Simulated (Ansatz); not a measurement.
CH6BFO2Si, SMILES `B[Si](O)(F)OC` at its PBE0-D4/def2-TZVP geometry, where that method's forces vanish. The species carries charge 0 and has multiplicity 1.

| atom | x (Å) | y (Å) | z (Å) |
| --- | --- | --- | --- |
| B1 | -0.5589 | 1.4213 | -1.3805 |
| Si2 | -0.2060 | 0.7116 | 0.4609 |
| O3 | -1.3189 | 1.2611 | 1.5125 |
| F4 | 1.2574 | 1.2428 | 0.8522 |
| O5 | -0.1891 | -0.9144 | 0.6075 |
| C6 | 0.7562 | -1.7676 | -0.0008 |
| H7 | -0.2249 | 0.8129 | -2.3545 |
| H8 | -1.0916 | 2.4763 | -1.5491 |
| H9 | -1.4343 | 0.7765 | 2.3323 |
| H10 | 0.7979 | -1.6135 | -1.0848 |
| H11 | 1.7557 | -1.6081 | 0.4144 |
| H12 | 0.4565 | -2.7990 | 0.1900 |

For each bond, give half the difference of the two atoms' forces along it (eV/Å; positive pushes the atoms apart) under PBE-D4, r2SCAN-D4, B3LYP-D4, ωB97M-V in def2-TZVPP. (Estimate.)

Computed: 
| bond | length (Å) | PBE-D4 | r2SCAN-D4 | B3LYP-D4 | ωB97M-V |
| --- | --- | --- | --- | --- | --- |
| B1–Si2 | 2.005 | -0.32 | -0.08 | -0.04 | -0.06 |
| B1–H7 | 1.196 | 0.09 | -0.01 | -0.10 | -0.10 |
| B1–H8 | 1.194 | 0.09 | -0.01 | -0.10 | -0.11 |
| Si2–O3 | 1.627 | 0.26 | 0.06 | 0.08 | 0.10 |
| Si2–F4 | 1.605 | 0.46 | 0.06 | 0.18 | 0.12 |
| Si2–O5 | 1.633 | 0.24 | -0.02 | 0.01 | -0.02 |
| O3–H9 | 0.959 | 0.32 | 0.01 | -0.02 | -0.06 |
| O5–C6 | 1.411 | 0.21 | 0.29 | 0.30 | 0.26 |
| C6–H10 | 1.096 | 0.08 | -0.06 | -0.09 | -0.10 |
| C6–H11 | 1.094 | 0.08 | -0.06 | -0.09 | -0.11 |
| C6–H12 | 1.091 | 0.08 | -0.06 | -0.13 | -0.10 |

B3LYP here is the variant with VWN-RPA as its local correlation; programs differ in this.
